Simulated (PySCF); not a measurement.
Al(Me)2(F) (C2H6AlF), SMILES [CH3][Al]([CH3])[F]. Coordinates come from a PBE-D3(BJ)/def2-SVP optimisation. The isomer is the one that the SMILES or the coordinates give; other isomers of the formula were not compared.

Computed equilibrium geometry at PBE-D3(BJ)/def2-SVP (PySCF confirms it by a frequency run) as bond lengths and angles:
Atoms: Al1 C2 H3 H4 H5 C6 H7 H8 H9 F10. Bonded distances (Å): Al1–C2 1.956, Al1–C6 1.956, Al1–F10 1.690, C2–H3 1.109, C2–H4 1.112, C2–H5 1.110, C6–H7 1.112, C6–H8 1.110, C6–H9 1.109. Angles (°): C2–Al1–C6 127.1, C2–Al1–F10 116.5, C6–Al1–F10 116.4, Al1–C2–H3 112.7, Al1–C2–H4 110.0, Al1–C2–H5 111.8, H3–C2–H4 107.1, H3–C2–H5 108.4, H4–C2–H5 106.5, Al1–C6–H7 110.0, Al1–C6–H8 111.7, Al1–C6–H9 112.7, H7–C6–H8 106.5, H7–C6–H9 107.2, H8–C6–H9 108.4.
Charge 0, spin multiplicity 1.
